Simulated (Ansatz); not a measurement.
C2H6FNSi, SMILES `N/C=C(\F)[SiH3]`, relaxed with RKS PBE-D4/def2-SVP in Ansatz 0.2.0 from a rough embedded geometry. The force threshold is 0.03 eV/Å; the program also tests the step.

Total charge 0; spin multiplicity 1.

Start:

```xyz
11

N    -1.368    0.896   -1.441
C    -0.659    0.028   -0.759
C     0.234    0.338    0.147
F     0.511    1.695    0.477
Si    1.271   -0.869    1.111
H    -1.384    1.880   -1.109
H    -2.339    0.615   -1.656
H    -0.836   -0.977   -1.012
H     0.850   -2.226    0.794
H     2.696   -0.687    0.854
H     1.024   -0.692    2.595
```

```csv
step,energy (eV),largest force (eV/Å),largest move (Å)
1,-14236.5796,4.041,0.000
2,-14236.9423,1.185,0.106
3,-14236.9797,0.319,0.070
4,-14236.9863,0.176,0.044
5,-14236.9882,0.086,0.010
6,-14236.9887,0.026,0.016
```

End:

```xyz
11

N    -1.414    0.947   -1.465
C    -0.714    0.020   -0.724
C     0.237    0.328    0.201
F     0.441    1.671    0.451
Si    1.298   -0.868    1.158
H    -1.356    1.909   -1.128
H    -2.337    0.680   -1.807
H    -0.909   -1.041   -0.946
H     0.885   -2.256    0.746
H     2.764   -0.680    0.871
H     1.107   -0.710    2.644
```

It took 7 s on 4 threads of an Arm Neoverse V2 on a shared host, with 0.15 GiB of host memory at the peak.
